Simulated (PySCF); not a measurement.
Molfile (atoms numbered from 1):
```
C7H4FNO
     RDKit          3D

 14 14  0  0  0  0  0  0  0  0999 V2000
    4.3161    0.2042    0.0388 O   0  0  0  0  0  0  0  0  0  0  0  0
    3.1857   -0.0362   -0.0097 C   0  0  0  0  0  0  0  0  0  0  0  0
    2.0847   -0.4821   -0.1051 N   0  0  0  0  0  0  0  0  0  0  0  0
    0.7377   -0.2262   -0.0496 C   0  0  0  0  0  0  0  0  0  0  0  0
   -0.1396   -1.2762   -0.3077 C   0  0  0  0  0  0  0  0  0  0  0  0
   -1.5036   -1.0638   -0.2629 C   0  0  0  0  0  0  0  0  0  0  0  0
   -1.9736    0.2015    0.0416 C   0  0  0  0  0  0  0  0  0  0  0  0
   -3.3042    0.4123    0.0879 F   0  0  0  0  0  0  0  0  0  0  0  0
   -1.1177    1.2577    0.3021 C   0  0  0  0  0  0  0  0  0  0  0  0
    0.2459    1.0424    0.2558 C   0  0  0  0  0  0  0  0  0  0  0  0
    0.2564   -2.2511   -0.5429 H   0  0  0  0  0  0  0  0  0  0  0  0
   -2.2009   -1.8621   -0.4610 H   0  0  0  0  0  0  0  0  0  0  0  0
   -1.5223    2.2296    0.5362 H   0  0  0  0  0  0  0  0  0  0  0  0
    0.9348    1.8496    0.4543 H   0  0  0  0  0  0  0  0  0  0  0  0
  1  2  2  0
  2  3  2  0
  3  4  1  0
  4  5  1  0
  5  6  2  0
  6  7  1  0
  7  8  1  0
  7  9  2  0
  9 10  1  0
 10  4  2  0
  5 11  1  0
  6 12  1  0
  9 13  1  0
 10 14  1  0
M  END
```

Method: shieldings: GIAO PBE0/pcSseg-1, structure optimised with GFN2-xTB, in PySCF 2.14.0 with density-fitted response routines (a single conformation, non-relativistic Hamiltonian, equivalent nuclei averaged, no solvent).

Shifts are taken against calculated references (same method and geometry level): $^{13}$C against TMS.

Problem. Do the $^{13}$C shifts follow the atomic charges (in e)? Tabulate both.

Solution. 
```csv
atoms,hybridisation,δ (ppm),σ para (ppm),Hirshfeld,IAO,Mulliken,ESP-fitted
C7,sp2,169.7,-236,+0.09,+0.29,+0.33,+0.34
C4,sp2,133.7,-201,+0.05,+0.10,+0.14,+0.35
C5/C10,sp2,133.0,-198,-0.05,-0.16,-0.03,-0.24
C2,sp,127.0,-202,+0.25,+0.52,+0.61,+0.69
C6/C9,sp2,122.8,-192,-0.06,-0.18,-0.13,-0.28
```

Correlation coefficients of δ with charge over these carbons: Hirshfeld +0.13, IAO +0.31, Mulliken +0.27, ESP-fitted +0.25; with the paramagnetic shielding -0.98. Among the 4 sp2 carbons alone: Hirshfeld +0.82, IAO +0.88, Mulliken +0.92, ESP-fitted +0.67. With so few points, grouped by hybridisation, these coefficients are fragile. Charge is one influence among several: hybridisation and low-lying excitations act through the paramagnetic term.

Shifts are as computed. Against solution values, carbons near 30 ppm lie about +3 ppm off and those near 130 ppm about +5 ppm. Of 1211 compounds with measured shifts, 218 miss one by over three times the rms of a fit or turn the order of signals round; such compounds aren't used in these exercises.
